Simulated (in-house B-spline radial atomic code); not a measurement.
**Ga II (Ga+): [Ne] 3s2 (3p1/2)2 (3p3/2)3 3d10 4s2 (7f7/2)1 (an excited or competing configuration)**

Method: Dirac-Hartree-Fock, average of the jj configuration, Fermi nucleus of rms radius 3.9973 fm. Calculated with a radial B-spline atomic code at the basis-set limit.

Z_r = [3n² - l(l+1)]/(2<r>); Z_e = n√(-2ε); the last column is Slater's effective charge. Values are occupation-weighted means over j.

| shell | electrons | ε (eV) | <r> (bohr) | Z_r | Z_e | Slater |
| --- | --- | --- | --- | --- | --- | --- |
| 1s | 2 | -10482 | 0.04857 | 30.88 | 27.76 | 30.70 |
| 2s | 2 | -1374 | 0.2166 | 27.70 | 20.10 | 26.85 |
| 2p | 6 | -1195.9 | 0.1906 | 26.23 | 18.75 | 26.85 |
| 3s | 2 | -206.55 | 0.6451 | 20.93 | 11.69 | 20.10 |
| 3p | 5 | -153.16 | 0.6697 | 18.66 | 10.07 | 20.10 |
| 3d | 10 | -60.135 | 0.7486 | 14.03 | 6.31 | 10.85 |
| 4s | 2 | -30.604 | 2.046 | 11.73 | 6.00 | 6.20 |
| 7f | 1 | -1.1158 | 33.55 | 2.01 | 2.00 | 2.00 |

The least bound orbital is 7f7/2 at -1.116 eV, and it is also the most diffuse (<r> = 33.55 bohr). The part-filled 3p shell lies below the filled 4s shell in orbital energy.

For the 1s electron the small component carries 1.26 % of the norm, the zero-frequency Breit interaction raises the level by 14.6 eV, self-energy by 7.526 eV, and vacuum polarisation lowers it by 0.7116 eV.
